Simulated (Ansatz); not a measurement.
`[SiH3][O][SnH3]` + `CC(F)CCl` → `[SiH3][O][SnH2][Cl]` + `CC(C)F`  (formal exchange of groups at the Sn–H bond)

Calculated with Ansatz (gas phase, PBE0-D4/def2-TZVP geometries, no zero-point term in ΔE). CCSD(T)/CBS adds triple-zeta CCSD(T) − MP2 to the extrapolated MP2 energy (def2 sets, frozen cores). Functionals use def2-TZVPP. B3LYP here is the variant with VWN-RPA as its local correlation; programs differ in this. def2 core potentials past Kr. For Sn outer-core shells are correlated without core-valence functions, which leaves a few kJ/mol of doubt a bond. One conformer a species, not always the lowest.

| species | B3LYP-D4 energy (Eh) |
| --- | --- |
| `[SiH3][O][SnH3]` | -582.80716 |
| `CC(F)CCl` | -678.11376 |
| `[SiH3][O][SnH2][Cl]` | -1042.49425 |
| `CC(C)F` | -218.48906 |

Question: Work out ΔE.

Answer: ΔE = (-1042.49425) + (-218.48906) − (-582.80716) − (-678.11376) = -0.06239 Eh = -163.8 kJ/mol. CCSD(T)/CBS gives -166.4 kJ/mol.

Largest T1 diagnostic among the species: 0.013.

In def2-TZVPP, CCSD(T) changes the Hartree–Fock value by +14.7 kJ/mol (the triples alone add +1.9 kJ/mol) and MP2 by +9.5 kJ/mol. From PBE to PBE0 (25 % exact exchange), in def2-TZVPP and without D4, ΔE moves by −3.4 kJ/mol.
